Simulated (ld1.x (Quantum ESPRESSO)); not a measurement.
# What one change does to a pseudopotential (technetium (Tc), TM)

```json
{
 "Element": "technetium (Tc)",
 "Generator": "ld1.x (Quantum ESPRESSO) 7.5",
 "Type": "norm-conserving Troullier–Martins (Kleinman–Bylander form)",
 "Functional": "PBE",
 "Relativity": "scalar-relativistic",
 "Frozen core": "[Ar] 3d10 4s2",
 "Valence charge": "13",
 "Reference configuration": "4p6 4d5 5s0 5p0 (charge +2)",
 "Partial waves": "5s (bound, empty): rc 2.05 bohr; 4d (bound): rc 1.45 bohr; 4p (bound): rc 1.90 bohr",
 "Local potential": "the p channel",
 "Core correction": "a·sin(br)/r model core, default radius (core density twice the valence density)"
}
```

All-electron outer shells of the reference configuration (PBE, scalar-relativistic, ld1.x):

| shell | level (eV) | outermost node (bohr) | outermost maximum (bohr) |
| --- | --- | --- | --- |
| 4s | -89.61 | 0.50 | 0.95 |
| 4p | -61.59 | 0.51 | 1.03 |
| 4d | -22.50 | 0.50 | 1.27 |
| 5s | -18.41 | 1.27 | 2.53 |
| 5p | -13.10 | 1.43 | 3.01 |

Change: wave 4p (bound): rc 1.90 bohr becomes 4p (bound): rc 2.94 bohr.

Cutoffs: the cutoffs (Ry, on a coarse ladder) from which the occupation-weighted sum of valence levels, in a spherical-Bessel basis at the reference potential, stays within 10 and 1 mRy of its value at 400 Ry; they do not see the model core or the augmentation charge, which bear on the density cutoff. Errors are all-electron minus pseudo energies relative to the spin-unpolarised reference configuration.

Q: What does the change do?

A: The potential gets neither clearly harder nor softer (50 Ry and 60 Ry → 50 Ry and 60 Ry); both files keep a bound ghost (s); of the 7 tests that both files solve, the error grows in 7 and shrinks in 0 by more than 15 % and 0.3 meV (median size 8.7 → 51.0 meV). More of the atom is replaced by a form fitted at one configuration, so other configurations suffer.

```csv
quantity,base,changed
"cutoff, loose",50 Ry,50 Ry
"cutoff, tight",60 Ry,60 Ry
loose cutoff by channel (10 mRy a level),"d 40 Ry, p 25 Ry","d 40 Ry, p 21 Ry"
bound ghosts,s,s
"error for 4p6 4d5 5s2 5p0, meV [ΔE -23.00 eV]",-15,-41
"error for 4p6 4d5 5s1 5p0, meV [ΔE -14.85 eV]",-3.6,-13
"error for 4p6 4d4 5s0 5p0, meV [ΔE 28.71 eV]",-0.5,-51
"error for 4p6 4d5 5s1.5 5p0, meV [ΔE -19.72 eV]",-8.7,-26
"error for 4p6 4d6 5s1 5p0, meV [ΔE -23.94 eV]",+3.5,-84
"error for 4p6 4d5 5s0 5p2, meV [ΔE -15.29 eV]",+281,-864
"error for 4p6 4d5 5s0 5p1, meV [ΔE -10.27 eV]",+205,-598
```

 A true bound ghost makes a file unfit for plane-wave use even where its test errors are small: the radial tests pick states by their node count and pass the ghost by.
